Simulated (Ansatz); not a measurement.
```yaml
crystal:
  periodic: [false, false, false]
  atoms:
    - {symbol: Cl, position_ang: [0.088297, 2.320323, 1.714231]}
    - {symbol: Ga, position_ang: [1.093120, 0.852173, 0.559011]}
    - {symbol: F, position_ang: [0.085158, 0.628596, -1.070400]}
    - {symbol: Ga, position_ang: [-0.866283, -1.005180, -0.687578]}
    - {symbol: Cl, position_ang: [-2.845203, -0.460363, -0.152127]}
    - {symbol: F, position_ang: [0.216067, -0.831793, 0.899685]}
    - {symbol: H, position_ang: [2.600560, 0.656843, 0.314093]}
    - {symbol: H, position_ang: [-0.371706, -2.160599, -1.576915]}
basis:
  gaussian: {orbitals: aug-cc-pVTZ, final_grid: {core_spheres: 5, valence_spheres: 4, degree: 11}}
magnetization: {spin_polarized: true, initial_magnetization: 2}
hamiltonian: {xc: {name: wB97X-V}}
scf: {lower_state_search: light}
output: {forces: true}
```

```sh
$ ansatz run in.yaml --threads 4 --pin off --events-out ev --progress --plain --max-ram 10444MiB
```

It prints (some lines left out):

```
Functional definition: wB97X-V
2204 factors; their error is unknown
537 factors; integrals over basis functions are off by at most 1.7e-5 eV
mean field evaluation 1: about -135251.4711 eV, gradient 3.9e1 eV
mean field evaluation 2: about -135249.0691 eV, gradient 5.3e1 eV
mean field evaluation 4: about -135256.2012 eV, gradient 1.9e0 eV
mean field evaluation 8: about -135256.2599 eV, gradient 2.7e-1 eV
mean field evaluation 16: about -135256.3381 eV, gradient 3.4e-1 eV
mean field evaluation 32: about -135257.3929 eV, gradient 2.7e-6 eV
mean field -135257.39286634 eV, -4970.6175070844 hartree, gradient 2.7e-6 eV, S^2 2.009623; 6 other end points of the search recorded, 0 dependent functions left out
reference -135257.39286744 eV, -4970.6175071247 hartree; 59, 57 occupied and 297, 299 virtual orbitals, 2204 factors
Total energy: -135257.39286744 eV, -4970.6175071247 hartree
Atom 0 at     0.088297     2.320323     1.714231 Å, force     0.045995    -0.022268    -0.019667 eV/Å
Atom 1 at     1.093120     0.852173     0.559011 Å, force     0.013097    -0.181626    -0.135635 eV/Å
Atom 2 at     0.085158     0.628596    -1.070400 Å, force     0.605931     0.729505    -0.160324 eV/Å
Atom 3 at    -0.866283    -1.005180    -0.687578 Å, force     2.522093    -0.317128    -0.404615 eV/Å
Atom 4 at    -2.845203    -0.460363    -0.152127 Å, force    -5.017752     1.360058     1.342637 eV/Å
Atom 5 at     0.216067    -0.831793     0.899685 Å, force     0.661586     0.098186     0.689809 eV/Å
Atom 6 at     2.600560     0.656843     0.314093 Å, force    -0.042214     0.057554     0.045452 eV/Å
Atom 7 at    -0.371706    -2.160599    -1.576915 Å, force     1.211264    -1.724281    -1.357657 eV/Å
Dipole moment:    -0.023553    -0.149747    -0.109198 e Å
```

Run time 7.5 min (4 threads of an Intel Xeon on a shared host); peak host memory 4.5 GiB.
